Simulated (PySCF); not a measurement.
Species: C6H10OSi2.
Cartesian coordinates in Å at the PBE0-D3(BJ)/def2-SVP level; atoms count from 1:
```xyz
19
C6H10OSi2 angstrom
C     -3.8822   -1.5972   -0.3384
C     -2.7138   -1.4120   -0.0712
C     -1.3136   -1.1411    0.2087
C     -1.1109   -0.1913    1.3761
C     -0.8221    1.0926    1.1129
C     -0.7096    1.5375   -0.3220
Si    -0.4961   -0.1226   -1.1886
O      1.1167   -0.5170   -1.2942
Si     2.4361   -0.6221   -0.2895
H     -4.9164   -1.7740   -0.5668
H     -0.7763   -2.0933    0.3670
H     -1.2295   -0.5606    2.3993
H     -0.6824    1.8121    1.9269
H     -1.6227    2.0669   -0.6486
H      0.1332    2.2282   -0.4873
H     -1.0944   -0.2929   -2.5368
H      2.1718   -1.5938    0.8154
H      2.7488    0.7141    0.3031
H      3.5975   -1.0910   -1.0957
```

Computed with PySCF 2.14.0, density-fitted response routines, TDDFT PBE0/def2-SVPD, vertical, gas phase, core orbitals frozen in the response.

Frontier orbitals with the atoms that hold most of them (Löwdin shares over 4%, at most four atoms; ? is withheld):

```json
{"orbital": "HOMO-3", "ε (eV)": "-8.58", "atoms": "O8 24%, C6 18%, Si7 12%, Si9 8%"}
{"orbital": "HOMO-2", "ε (eV)": "-7.84", "atoms": "C1 32%, C2 31%, C3 10%, C4 9%"}
{"orbital": "HOMO-1", "ε (eV)": "-7.48", "atoms": "?"}
{"orbital": "HOMO", "ε (eV)": "-7.19", "atoms": "C1 31%, C2 25%, C3 12%, Si7 7%"}
{"orbital": "LUMO", "ε (eV)": "-0.12", "atoms": "?"}
{"orbital": "LUMO+1", "ε (eV)": "0.06", "atoms": "Si9 31%, O8 13%, Si7 12%, H18 9%"}
{"orbital": "LUMO+2", "ε (eV)": "0.46", "atoms": "Si9 21%, H11 7%, H17 6%, Si7 6%"}
```

Problem. Which atoms hold the HOMO-1, and with what shares?

Solution. C4 (bonded to 2 C and H) 26%; C5 (bonded to 2 C and H) 25%; C2 (bonded to 2 C) 12%; C1 (bonded to C and H) 11%.

Problem. Give the leading atoms of the LUMO.

Solution. C5 (bonded to 2 C and H) 29%; C4 (bonded to 2 C and H) 28%; C6 (bonded to C, Si and 2 H) 7%; C3 (bonded to 2 C, Si and H) 6%.

Problem. The HOMO–LUMO gap is 7.07 eV. Where does the response calculation put the lowest singlet, and from which orbitals?

Solution. S1 is at 5.81 eV (f = 0.0080), 1.26 eV below the gap, made of HOMO→LUMO (88%). 

Problem. Give energy, strength and leading configuration of S1 and S5, and follow the Löwdin shares of the leading atoms from the occupied to the empty orbital.

Solution. 
- S1 (5.81 eV, f 0.0080), HOMO→LUMO (88%): C1 31% → at most 7%, C2 25% → at most 7%, C5 at most 8% → 29%, C4 at most 8% → 28%
- S5 (6.58 eV, f 0.0054), HOMO-1→LUMO+1 (86%): C4 26% → at most 10%, C5 25% → at most 10%, Si9 at most 11% → 31%, O8 at most 11% → 13%

One conformer stands for the species.
